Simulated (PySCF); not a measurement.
Isomers of C9H12O, mass 136.089 u with the commonest isotopes. Method used: PySCF, PBE0-D3(BJ)/def2-SVP geometry optimisation, gas phase. One conformer each, none proved a minimum here; rigid rotors.

Question: Order these by rotational constant A, smallest first.
A. `[CH3:1][CH2:2][O:3][C@H:4]1[C@H:5]2[CH:6]=[CH:7][C@@H:8]1[CH:9]=[CH:10]2` with C1–C2–O3–C4 175°, C2–O3–C4–C5 75°
B. `[CH3:1][O:2][CH2:3][c:4]1[cH:5][cH:6][c:7]([CH3:8])[cH:9][cH:10]1` with C1–O2–C3–C4 71°, O2–C3–C4–C5 37°
C. `[CH3:1][O:2][C:3]1=[CH:4][CH:5]=[CH:6][C:7]12[CH2:8][CH2:9][CH2:10]2` with C1–O2–C3–C4 0°
D. `[CH3:1][O:2][c:3]1[cH:4][cH:5][cH:6][c:7]([CH3:8])[c:9]1[CH3:10]` with C1–O2–C3–C4 1°
E. `[CH3:1][CH:2]([CH3:3])[c:4]1[cH:5][cH:6][c:7]([OH:8])[cH:9][cH:10]1` with C1–C2–C4–C5 63°, C6–C7–O8–H 0°
F. `[CH3:1][O:2][C:3]1=[CH:4][C:5]2([CH:6]=[CH:7]1)[CH2:8][CH2:9][CH2:10]2` with C1–O2–C3–C4 0°

Answer: C (2023 MHz), D (2210 MHz), F (2822 MHz), A (3033 MHz), E (3315 MHz), B (3400 MHz).

Question: Order these by radius of gyration √(Σ m r²/M), largest first.
A. `[CH3:1][CH2:2][O:3][C@H:4]1[C@H:5]2[CH:6]=[CH:7][C@@H:8]1[CH:9]=[CH:10]2` with C1–C2–O3–C4 175°, C2–O3–C4–C5 75°
B. `[CH3:1][O:2][C:3]1=[CH:4][C:5]2([CH:6]=[CH:7]1)[CH2:8][CH2:9][CH2:10]2` with C1–O2–C3–C4 0°
C. `[CH3:1][O:2][c:3]1[cH:4][cH:5][cH:6][c:7]([CH3:8])[c:9]1[CH3:10]` with C1–O2–C3–C4 1° (2,3-dimethylanisole)
D. `[CH3:1][O:2][CH2:3][c:4]1[cH:5][cH:6][c:7]([CH3:8])[cH:9][cH:10]1` with C1–O2–C3–C4 71°, O2–C3–C4–C5 37° (1-(methoxymethyl)-4-methylbenzene)
E. `[CH3:1][CH:2]([CH3:3])[c:4]1[cH:5][cH:6][c:7]([OH:8])[cH:9][cH:10]1` with C1–C2–C4–C5 63°, C6–C7–O8–H 0° (4-isopropylphenol)
F. `[CH3:1][O:2][C:3]1=[CH:4][CH:5]=[CH:6][C:7]12[CH2:8][CH2:9][CH2:10]2` with C1–O2–C3–C4 0°

Answer: D (2.439 Å), E (2.408 Å), B (2.284 Å), C (2.233 Å), A (2.180 Å), F (2.124 Å).

Question: Order these by out-of-plane moment Σ m c² = (Ia + Ib − Ic)/2, largest first.
A. `[CH3:1][O:2][C:3]1=[CH:4][CH:5]=[CH:6][C:7]12[CH2:8][CH2:9][CH2:10]2` with C1–O2–C3–C4 0°
B. `[CH3:1][CH:2]([CH3:3])[c:4]1[cH:5][cH:6][c:7]([OH:8])[cH:9][cH:10]1` with C1–C2–C4–C5 63°, C6–C7–O8–H 0°
C. `[CH3:1][CH2:2][O:3][C@H:4]1[C@H:5]2[CH:6]=[CH:7][C@@H:8]1[CH:9]=[CH:10]2` with C1–C2–O3–C4 175°, C2–O3–C4–C5 75°
D. `[CH3:1][O:2][CH2:3][c:4]1[cH:5][cH:6][c:7]([CH3:8])[cH:9][cH:10]1` with C1–O2–C3–C4 71°, O2–C3–C4–C5 37°
E. `[CH3:1][O:2][c:3]1[cH:4][cH:5][cH:6][c:7]([CH3:8])[c:9]1[CH3:10]` with C1–O2–C3–C4 1° (2,3-dimethylanisole)

Answer: C (75.06 u·Å²), B (54.50 u·Å²), D (42.36 u·Å²), A (40.75 u·Å²), E (4.77 u·Å²).

| SMILES | point group | Ia (u·Å²) | Ib (u·Å²) | Ic (u·Å²) | κ | μa (D) | μb (D) | μc (D) |
| --- | --- | --- | --- | --- | --- | --- | --- | --- |
| CC(C)c1ccc(O)cc1 | Cs | 152.45 | 691.13 | 734.59 | -0.97 | 0.21 | 1.31 | 0.00 |
| CCO[C@H]1[C@H]2C=C[C@@H]1C=C2 | C1 | 166.62 | 555.25 | 571.76 | -0.98 | 0.24 | 0.87 | 0.48 |
| COC1=CC=CC12CCC2 | Cs | 249.79 | 404.84 | 573.13 | -0.36 | 1.02 | 0.68 | 0.00 |
| COCc1ccc(C)cc1 | C1 | 148.62 | 703.29 | 767.19 | -0.96 | 0.88 | 0.45 | 0.94 |
| COC1=CC2(C=C1)CCC2 | Cs | 179.10 | 571.76 | 669.42 | -0.88 | 0.34 | 1.10 | 0.00 |
| COc1cccc(C)c1C | Cs | 228.63 | 454.48 | 673.57 | -0.50 | 0.86 | 0.17 | 0.01 |
